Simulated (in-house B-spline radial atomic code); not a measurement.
Configurations of Sc⁵⁺, with energies counted from [Ne] 3s2 (3p1/2)2 (3p3/2)2. All numbers are computed (Dirac-Hartree-Fock, average of each configuration as written; Fermi nucleus of rms radius 3.5459 fm) with a B-spline radial code for spherical atoms, not measured. Energies include first-order Breit, QED and recoil terms.

Occupations are held fixed; configurations that lie above the ionisation limit could autoionise.

| configuration | E - E(ref) (eV) | highest orbital | its <r> (bohr) |
| --- | --- | --- | --- |
| [Ne] 3s2 (3p1/2)1 (3p3/2)3 | 0.19226 | 3p3/2 | 1.061 |
| [Ne] 3s2 (3p3/2)4 | 1.958 | 3p3/2 | 1.062 |
| [Ne] 3s2 (3p1/2)1 (3p3/2)2 (4d3/2)1 | 74.64 | 4d3/2 | 2.807 |
| [Ne] 3s1 (3p1/2)2 (3p3/2)2 (4f7/2)1 | 106.47 | 4f7/2 | 2.86 |
| [He] 2s2 (2p1/2)1 (2p3/2)4 3s2 (3p1/2)2 (3p3/2)2 (6f5/2)1 | 489.07 | 6f5/2 | 7.727 |

(1) Order these further configurations by energy, lowest first.
A. [Ne] 3s2 (3p1/2)2 (3p3/2)1 (4f5/2)1
B. [Ne] 3s1 (3p1/2)1 (3p3/2)3 (3d3/2)1
C. [Ne] 3s1 (3p1/2)2 (3p3/2)2 (7f7/2)1
D. [He] 2s2 (2p1/2)2 (2p3/2)3 3s2 (3p3/2)4 7s1
E. [Ne] 3s2 (3p3/2)3 (6f7/2)1

Answers

(1) B (60.725 eV), A (80.784 eV), E (99.499 eV), C (127.59 eV), D (487.07 eV).
